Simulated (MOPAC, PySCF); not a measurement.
[Zn(F)2], neutral singlet in the gas phase. 

Cartesian coordinates (Å):
```xyz
3

Zn     0.0000     0.0000     0.0000
F      0.9854    -0.1730    -1.4225
F     -0.9854     0.1730     1.4225
```
Charge 0, multiplicity 1.

All levels are single points at this geometry (PBE-D3(BJ)/def2-SVP); Pople sets use spherical d functions. Orbital energies aren't observables, and empty levels follow the basis.

PBE/6-31G* (LANL2DZ on Zn) in PySCF gives dipole (D) = 0.00.

### Question
Estimate the dipole (D) from each of these levels: B3LYP-D3(BJ)/def2-TZVP in PySCF; PBE-D3(BJ)/def2-TZVP in PySCF; TPSSh-D3(BJ)/def2-TZVP in PySCF; PM6 in MOPAC; PM7 in MOPAC.

### Answer

```csv
level,dipole (D)
B3LYP-D3(BJ)/def2-TZVP in PySCF,0.00
PBE-D3(BJ)/def2-TZVP in PySCF,0.00
TPSSh-D3(BJ)/def2-TZVP in PySCF,0.00
PM6 in MOPAC,0.00
PM7 in MOPAC,0.00
```
